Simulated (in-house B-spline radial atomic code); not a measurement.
Settings and results of a run for Kr2+ (with a hole in an inner shell). Computed with a B-spline radial code for spherical atoms: Dirac-Kohn-Sham PBE0, spherical fractional occupations, Fermi nucleus of rms radius 4.1884 fm.

In the input, a minus or plus after the letter marks the j = l - 1/2 or j = l + 1/2 subshell.

Command:
```bash
python run_scf.py task.json out
```
Settings (nuclear radius in fm, mass in u):
```
Z                36
configuration    1s2 2s2 2p6 3s2 3p-2 3p+3 3d10 4s2 4p5
hamiltonian      dirac
method           pbe0
spin_polarised   False
nucleus          fermi
rms_radius       4.1884
atomic_mass      83.9115
speed_of_light   137.035999084
```

Output (hartree, bohr):
```
 radial grid: 73 intervals, B-splines of order 8, outer radius 38.5185 bohr

 iter        energy (Eh)    residual
    1       -2778.869618    4.41e-01
    2       -2780.502638    2.34e-01
    3       -2781.595085    3.05e-02
    4       -2781.620898    9.56e-03
    5       -2781.622516    2.43e-03
    6       -2781.622702    1.22e-03
    7       -2781.622723    8.46e-05
    8       -2781.622723    2.17e-06
    9       -2781.622723    1.73e-07

 total energy                     -2781.62272
 kinetic                            2856.6865
 electron-nucleus                  -6676.9700
 Hartree                            1133.2809
 exact exchange                      -23.0198
 exchange-correlation                -71.6004

 first-order corrections (not in the total)
   Gaunt                             1.5713
   retardation                      -0.1502
   frequency dependence             -0.0070
   self-energy                       1.0579
   Uehling                          -0.1090
   Wichmann-Kroll                    0.0012
   recoil                            0.0132

 orbital      occ     eigenvalue          <r>       <r^2>       <1/r>       <r^4>     <1/r^2>       r_max    small
 1s1/2      2.000      -524.3205    0.0414788  0.00231752     36.7684 1.38555e-05     2817.36     0.02708  1.71e-02
 2s1/2      2.000       -71.0474      0.18302   0.0395553     8.23921  0.00270972      295.52      0.1542  3.40e-03
 2p1/2      2.000       -64.3237     0.157257   0.0303554      8.1995  0.00185923     95.9456      0.1211  3.39e-03
 2p3/2      4.000       -62.3284     0.161254     0.03179     7.91428   0.0020208     85.5364      0.1244  3.31e-03
 3s1/2      2.000       -11.5359      0.52499    0.316442     2.73981    0.157212     50.2453       0.465  8.46e-04
 3p1/2      2.000        -9.1608     0.526762    0.324093     2.62845     0.17487     15.9193      0.4551  7.96e-04
 3p3/2      3.000        -8.7639     0.537351    0.337112     2.55832    0.189189     14.2195       0.464  7.72e-04
 3d3/2      4.000        -4.6800     0.537229    0.352267     2.32999    0.254263     7.02306      0.4058  6.60e-04
 3d5/2      6.000        -4.6143     0.540949    0.357122     2.31242    0.261372      6.9026      0.4083  6.54e-04
 4s1/2      2.000        -1.9111      1.45468     2.39917    0.918897     8.80725     7.07718       1.281  1.54e-04
 4p1/2      1.667        -1.2939      1.64642     3.10412    0.802233     15.3882     1.99043       1.412  1.22e-04
 4p3/2      3.333        -1.2584      1.67646     3.21814    0.785963     16.5304      1.8017       1.438  1.18e-04
```

Run time, properties included: 1.1 s on 1 thread of Arm Neoverse V1, on a shared host.

For the Dirac Hamiltonian the kinetic term is c α·p + (β - 1)c².

Caution: exact exchange at fractional occupations of open shells leaves self-interaction of up to several eV.
